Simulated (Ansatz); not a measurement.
Basis sets compared for `FC(F)(F)c1ccc(-c2ccc(-c3ccc(C(F)(F)F)nc3)nc2)nc1`. The state is a singlet with charge 0. Geometry PBE-D4/def2-SVP. Ansatz on 2 threads of AMD EPYC 7R13 on a shared host and a share (18 GiB) of an NVIDIA H100 80GB HBM3; times are rough, and most runs start from earlier orbitals.

| atom | x (Å) | y (Å) | z (Å) |
| --- | --- | --- | --- |
| F1 | -0.3053 | 5.3105 | -5.6393 |
| C2 | -1.3280 | 4.9621 | -4.8226 |
| F3 | -1.7347 | 6.0885 | -4.1869 |
| F4 | -2.3563 | 4.5483 | -5.5984 |
| C5 | -0.9143 | 3.8970 | -3.8384 |
| C6 | 0.4219 | 3.7558 | -3.4350 |
| C7 | 0.7400 | 2.7843 | -2.4837 |
| C8 | -0.2883 | 1.9704 | -1.9536 |
| C9 | -0.0270 | 0.9234 | -0.9376 |
| C10 | 1.2649 | 0.5369 | -0.5275 |
| C11 | 1.4171 | -0.4553 | 0.4420 |
| C12 | 0.2685 | -1.0594 | 1.0017 |
| C13 | 0.3479 | -2.1160 | 2.0411 |
| C14 | 1.5616 | -2.5952 | 2.5727 |
| C15 | 1.5422 | -3.5927 | 3.5533 |
| C16 | 0.2950 | -4.0801 | 3.9720 |
| C17 | 0.1861 | -5.1610 | 5.0374 |
| F18 | -0.4955 | -4.7172 | 6.1141 |
| F19 | 1.4129 | -5.5571 | 5.4631 |
| F20 | -0.4539 | -6.2503 | 4.5652 |
| N21 | -0.8752 | -3.6435 | 3.4840 |
| C22 | -0.8453 | -2.6919 | 2.5485 |
| N23 | -0.9727 | -0.6954 | 0.6073 |
| C24 | -1.1106 | 0.2495 | -0.3207 |
| N25 | -1.5733 | 2.1151 | -2.3504 |
| C26 | -1.8727 | 3.0428 | -3.2590 |
| H27 | 1.2022 | 4.3990 | -3.8671 |
| H28 | 1.7811 | 2.6688 | -2.1530 |
| H29 | 2.1617 | 0.9972 | -0.9676 |
| H30 | 2.4265 | -0.7566 | 0.7535 |
| H31 | 2.5283 | -2.1971 | 2.2313 |
| H32 | 2.4710 | -3.9862 | 3.9874 |
| H33 | -1.8084 | -2.3346 | 2.1494 |
| H34 | -2.1354 | 0.5219 | -0.6225 |
| H35 | -2.9321 | 3.1184 | -3.5607 |

Single mean-field runs in def2-SVP, def2-TZVP are fitted with def2-universal-jkfit.

Binding counts from free atoms (F doublet, C triplet, N quartet, H doublet) in the same basis, without a counterpoise term.

| level | functions | energy (Eh) | HOMO (eV) | LUMO (eV) | binding per atom (eV) | wall time |
| --- | --- | --- | --- | --- | --- | --- |
| PBE-D4/def2-SVP | 409 | -1414.0399 | -5.90 | -3.33 | 5.55 | 4.5 s |
| PBE0-D4/def2-SVP | 409 | -1414.0685 | -7.15 | -2.69 | 5.37 | 4.4 s |

**Question.** Estimate the rows for PBE-D4/def2-TZVP, PBE0-D4/def2-TZVP.

**Answer.** 
```
            level  functions  energy (Eh)  HOMO (eV)  LUMO (eV)  binding per atom (eV)  wall time
 PBE-D4/def2-TZVP        860   -1415.6288      -6.11      -3.45                   5.43        9 s
PBE0-D4/def2-TZVP        860   -1415.6519      -7.14      -2.74                   5.26       11 s
```
